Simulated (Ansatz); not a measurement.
Two isomers of C3H7NOSi: A = `C=C/N=C/O[SiH3]`, B = `COC1=N[SiH]1C`.

Calculated with Ansatz (gas phase, PBE0-D4/def2-TZVP geometries, no zero-point term in ΔE). CCSD(T)/CBS adds triple-zeta CCSD(T) − MP2 to the extrapolated MP2 energy (def2 sets, frozen cores). DFT in def2-TZVPP. B3LYP here is the variant with VWN-RPA as its local correlation; programs differ in this. Each species was taken in one conformer, which may not be the lowest.

(1) Which isomer does CCSD(T)/CBS put lower? Give the gap. (Estimate.)

(2) Give E(B) − E(A) in kcal/mol with B3LYP-D4, CCSD(T)/def2-TZVPP, PBE-D4, ωB97M-V, MP2/def2-TZVPP, CCSD/def2-TZVPP, HF/def2-TZVPP. (Best estimate.)

Largest T1 diagnostic: 0.014.

## Answers

(1) Ansatz gave: A, by 22.2 kcal/mol.

(2) The calculation gave: B3LYP-D4 25.1, CCSD(T)/def2-TZVPP 22.6, PBE-D4 19.2, ωB97M-V 20.3, MP2/def2-TZVPP 20.5, CCSD/def2-TZVPP 23.3, HF/def2-TZVPP 30.4. None reverses the order clearly.

In def2-TZVPP, CCSD(T) changes the Hartree–Fock value by −7.8 kcal/mol (the triples alone add −0.7 kcal/mol) and MP2 by −9.9 kcal/mol.
